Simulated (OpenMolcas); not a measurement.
Pt2+ with 6 ligands (water) in octahedral coordination (Th). Ligand basis ANO-RCC-VDZP.

* Program: OpenMolcas 26.06
* Method: CASSCF
* Basis: ANO-RCC-VDZP [7s6p4d2f]
* Scalar Hamiltonian: DKH2, point nucleus
* Active space: 8 electrons in 5 orbitals (5d)
* State averaging: 2S+1 = 3 even, 10 roots; 2S+1 = 1 even, 15 roots
* Spin-orbit coupling: state interaction with AMFI integrals over the reference wave functions

All ligands move together. At R = 2.04 Å |10Dq| is 24823 cm-1, and at R = 2.16 Å it is 17805 cm-1.

A third run gives 14386 cm-1. What distance was it run at?

With a power law R^-n the two known points give n = -ln(17805 / 24823) / ln(2.16 / 2.04) = 5.81. Then R = 2.04 × (24823 / 14386)^(1/5.81) = 2.241 Å. The run was at 2.24 Å, so the estimate is off by +0.001 Å.

Without dynamic correlation the repulsion within the d shell is too large (B by tens of per cent), so at a given field states of lower spin stand too high. Real 4d8 and 5d8 ions are as a rule square planar and diamagnetic. With metal d orbitals alone the field can be off either way by tens of per cent. Ligand-to-metal charge-transfer states are missing. With no ligand orbital active B as a rule stays too high, so bands that hang on it stand too high and its fall with covalency is understated. The least metal-like active orbital is 82 % on the metal (Löwdin) and no ligand orbital is active, so the numbers are rough (holds for R = 2.04). No measured value stands beside these numbers; the geometry is a model, was not optimised and need not be the one that this ion takes.
